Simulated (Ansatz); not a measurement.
Frontier orbitals of `[AlH2][CH2][InH2]`.

```xyz
9

Al    0.2559   -1.1232    1.3050
C    -0.7765   -0.1377    0.0074
In    0.3418    1.1922   -1.2706
H     0.8783   -2.5361    0.9252
H     0.5459   -0.4965    2.7372
H    -1.5051    0.5036    0.5137
H    -1.2844   -0.8270   -0.6748
H     0.9494    0.6000   -2.7742
H     0.5948    2.8247   -0.7689
```

The species carries charge 0 and has multiplicity 1. Correlated methods include outer-core shells of In, which these sets cover unevenly. In: def2 effective core potential. The geometry is a stationary point of PBE0-D4/def2-TZVP. Basis def2-TZVPP, Ansatz.

```json
{"functional": "PBE", "HOMO (eV)": "-6.42", "LUMO (eV)": "-2.69", "gap (eV)": "3.73"}
{"functional": "BLYP", "HOMO (eV)": "-6.26", "LUMO (eV)": "-2.63", "gap (eV)": "3.63"}
{"functional": "r2SCAN", "HOMO (eV)": "-6.63", "LUMO (eV)": "-2.42", "gap (eV)": "4.21"}
{"functional": "PBE0", "HOMO (eV)": "-7.49", "LUMO (eV)": "-1.96", "gap (eV)": "5.53"}
{"functional": "r2SCAN0", "HOMO (eV)": "-7.64", "LUMO (eV)": "-1.81", "gap (eV)": "5.83"}
{"functional": "ωB97X-V", "HOMO (eV)": "-9.73", "LUMO (eV)": "-0.19", "gap (eV)": "9.54"}
{"functional": "ωB97M-V", "HOMO (eV)": "-9.60", "LUMO (eV)": "-0.48", "gap (eV)": "9.12"}
```

What is the vertical ionisation energy at frozen-core CCSD(T)/def2-TZVPP? (Best estimate.)

Computed: 9.46 eV (T1 of the cation 0.021).

Against PBE, PBE0 changes HOMO and LUMO by −1.08 and +0.73 eV, ωB97M-V by −3.19 and +2.21 eV. A gap of 3.73 eV thus becomes 9.12 eV for the same molecule, so an orbital gap means little without its functional. −ε(HOMO) differs from that ionisation energy by −3.04 eV with PBE and +0.14 eV with ωB97M-V.
